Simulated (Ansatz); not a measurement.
Ansatz (an electronic-structure program) input (PBE/6-31G*):

Ansatz 0.2 input:
```yaml
crystal:
  periodic: [false, false, false]
  atoms:
    - {symbol: C, position_ang: [-1.38192300, -0.13927200, -0.03950900]}
    - {symbol: C, position_ang: [0.07232300, 0.01276600, -0.29983500]}
    - {symbol: F, position_ang: [0.83790800, -1.01627300, 0.08872400]}
    - {symbol: F, position_ang: [0.61747500, 1.15976800, 0.12820400]}
    - {symbol: H, position_ang: [-1.57576300, -0.17849400, 1.04003700]}
    - {symbol: H, position_ang: [-1.74308100, -1.06007200, -0.49417900]}
    - {symbol: H, position_ang: [-1.92199900, 0.70614900, -0.46213500]}
basis:
  gaussian:
    orbitals: 6-31G*
hamiltonian:
  xc: {name: PBE}
magnetization: {spin_polarized: true, initial_magnetization: 1}
output: {forces: true}
```

Output:

```
Functional definition: PBE
integrals: 0.02 GiB planned
718 factors; their error is unknown
mean field: 0.17 GiB planned
mean field evaluation 1: about -7542.7353 eV, gradient 3.1e1 eV
mean field evaluation 2: about -7540.0038 eV, gradient 3.8e1 eV
mean field evaluation 4: about -7546.8766 eV, gradient 1.2e0 eV
mean field evaluation 8: about -7546.8847 eV, gradient 2.7e-2 eV
mean field evaluation 16: about -7546.8284 eV, gradient 5.8e-5 eV
mean field -7546.82836971 eV, -277.3408271630 hartree, gradient 1.6e-5 eV, S^2 0.751537; 0 other end points of the search recorded, 0 dependent functions left out
the calculation of the forces begins
reference -7546.82838434 eV, -277.3408277003 hartree; 17, 16 occupied and 49, 50 virtual orbitals, 718 factors
Total energy: -7546.82838434 eV, -277.3408277003 hartree
Atom 0 at    -1.381923    -0.139272    -0.039509 Å, force     0.241880     0.024306     0.010803 eV/Å
Atom 1 at     0.072323     0.012766    -0.299835 Å, force    -0.085464    -0.001027    -0.420557 eV/Å
Atom 2 at     0.837908    -1.016273     0.088724 Å, force     0.256251    -0.522547     0.143886 eV/Å
Atom 3 at     0.617475     1.159768     0.128204 Å, force     0.146812     0.557800     0.163486 eV/Å
Atom 4 at    -1.575763    -0.178494     1.040037 Å, force    -0.155689    -0.022853     0.390349 eV/Å
Atom 5 at    -1.743081    -1.060072    -0.494179 Å, force    -0.169530    -0.337333    -0.149780 eV/Å
Atom 6 at    -1.921999     0.706149    -0.462135 Å, force    -0.234260     0.301654    -0.138187 eV/Å
Dipole moment:    -0.334464    -0.034081     0.010996 e Å
```

The geometry given is a B3LYP-D3(BJ)/def2-TZVP minimum.
